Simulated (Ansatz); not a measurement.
`CCF` and `FCCBS` differ in one atom or group.

Ansatz, PBE0-D4/def2-TZVP geometries, multiplicity 1. Each molecule was computed in one conformer, which needn't be the lowest.

```json
{"property": "HOMO–LUMO gap (PBE0/def2-TZVPP) / eV", "`CCF`": "10.79"}
{"property": "size of the dipole moment (PBE/def2-TZVPP) / D", "`CCF`": "1.75"}
{"property": "HOMO energy (B3LYP/def2-TZVPP) / eV", "`CCF`": "-9.14"}
{"property": "LUMO energy (ωB97M-V/def2-TZVPP) / eV", "`CCF`": "2.85"}
{"property": "LUMO energy (B3LYP/def2-TZVPP) / eV", "`CCF`": "1.06"}
{"property": "HOMO–LUMO gap (PBE/def2-TZVPP) / eV", "`CCF`": "8.28"}
```

Problem. Give the same properties after the change, and the shifts. (Best estimate.)

Solution. Computed: 
```csv
property,`FCCBS`,shift
HOMO–LUMO gap (PBE0/def2-TZVPP) / eV,7.31,-3.48
size of the dipole moment (PBE/def2-TZVPP) / D,2.23,0.48
HOMO energy (B3LYP/def2-TZVPP) / eV,-7.99,1.15
LUMO energy (ωB97M-V/def2-TZVPP) / eV,1.08,-1.77
LUMO energy (B3LYP/def2-TZVPP) / eV,-1.12,-2.18
HOMO–LUMO gap (PBE/def2-TZVPP) / eV,5.18,-3.10
```

With PBE0 the HOMO rises by 1.11 eV and the LUMO falls by 2.37 eV, so the gap narrows by about 3.48 eV. PBE moves the HOMO by 0.55 eV and ωB97M-V by 1.33 eV. Dipoles are sizes alone; their direction can turn.

B3LYP here is the variant with VWN-RPA as its local correlation; programs differ in this.
